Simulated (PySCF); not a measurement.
This PySCF input asks for the NMR shieldings of SMILES C=C(C)[P+]1(C)CCOCC1, [C8H16OP]+; the geometry comes from PBE0-D3(BJ)/def2-SVP.

```python
import basis_set_exchange as bse
import numpy as np
from pyscf import gto, dft
from pyscf.prop import nmr

atoms = """
C     1.371122   -0.643678    1.764526
C     1.500337   -0.370764    0.459827
C     2.805728   -0.104116   -0.232217
P     0.008873   -0.227244   -0.548782
C     0.394179   -0.642408   -2.256972
C    -1.370575   -1.256970    0.050894
C    -2.304293   -0.377301    0.898535
O    -1.544818    0.547495    1.632984
C    -1.208685    1.726377    0.941612
C    -0.661203    1.457177   -0.473778
H     2.258824   -0.703882    2.402401
H     0.399771   -0.784551    2.244537
H     3.024891   -0.856352   -1.006134
H     3.625958   -0.126499    0.497834
H     2.821092    0.885641   -0.717881
H    -0.514111   -0.544735   -2.868750
H     0.759020   -1.678919   -2.312269
H     1.166828    0.033647   -2.649367
H    -0.942981   -2.081142    0.641928
H    -1.881759   -1.703874   -0.816638
H    -3.052947    0.130453    0.263707
H    -2.855372   -1.000339    1.616219
H    -0.444967    2.222708    1.555272
H    -2.078916    2.403875    0.871280
H     0.110752    2.186519   -0.761741
H    -1.450501    1.500261   -1.243099
"""
names = dict.fromkeys(["C", "P", "O", "H"], "pcSseg-1")
basis = {el: gto.basis.parse(bse.get_basis(n, elements=[el], fmt="nwchem")) for el, n in names.items()}
mol = gto.M(atom=atoms, basis=basis, charge=1, verbose=0)
mf = dft.RKS(mol, xc="PBE0")
mf.grids.level = 2
mf.grids.alignment = dft.numint.BLKSIZE   # the property module wants whole blocks of grid points
mf.conv_tol = 1e-9
mf.kernel()

calc = nmr.RKS(mf)   # GIAO
C = mf.mo_coeff
Co = C[:, mf.mo_occ > 0]
resp = mf.gen_response(singlet=True, hermi=2)
def vind(x):   # induced exchange potential for any number of trial vectors
    d = np.einsum("pi,xij,qj->xpq", C, 2 * x.reshape(-1, C.shape[1], Co.shape[1]), Co, optimize=True)
    return np.einsum("xpq,pi,qj->xij", resp(d - d.transpose(0, 2, 1)), C, Co, optimize=True).ravel()
mo1, _ = nmr.rhf.solve_mo1(calc, with_cphf=vind)
sigma = calc.kernel(mo1)
for i, s in enumerate(sigma):   # ppm
    print("%2d %-2s %9.2f" % (i, mol.atom_pure_symbol(i), np.trace(s) / 3))
```

Problem. Give the expected output.

Solution. 
```
 0 C      28.94
 1 C      51.98
 2 C     163.13
 3 P     320.18
 4 C     175.82
 5 C     157.43
 6 C     125.04
 7 O     298.69
 8 C     122.98
 9 C     165.28
10 H      24.00
11 H      24.22
12 H      29.17
13 H      28.60
14 H      29.33
15 H      29.75
16 H      29.36
17 H      29.24
18 H      28.49
19 H      29.27
20 H      27.84
21 H      26.83
22 H      27.21
23 H      27.06
24 H      29.16
25 H      29.35
```

These numbers come from an equivalent density-fitted implementation of the same equations, which agrees with the script to about 0.01 ppm for H and up to a few tenths of a ppm for heavy atoms, so last digits may differ.

Problem. Turn these shieldings into chemical shifts. References, each an isolated molecule treated in the same way: TMS for 13C (σref 184.41), 1H (σref 31.27); 31P (σref 310.13) against H3PO4; H2O for 17O (σref 334.56).

Solution. Averaging equivalent atoms: C 0: 155.5; C 1: 132.4; C 6/8: 60.4; C 5/9: 23.1; C 2: 21.3; C 4: 8.6; P 3: -10.0; O 7: 35.9; H 10: 7.27; H 11: 7.05; H 21/22: 4.25; H 20/23: 3.82; H 18/24: 2.44; H 12/13/14: 2.23; H 19/25: 1.96; H 15/16/17: 1.81 ppm. Experimental scales use liquid or dissolved standards, which lie at an offset from isolated H2O (liquid H2O: subtract about 36 ppm) and H3PO4.

Size and cost of the density-fitted run: 257 basis functions, 76 s wall time on 1 thread of an Arm Neoverse V1, shared host; peak memory 1.3 GiB.
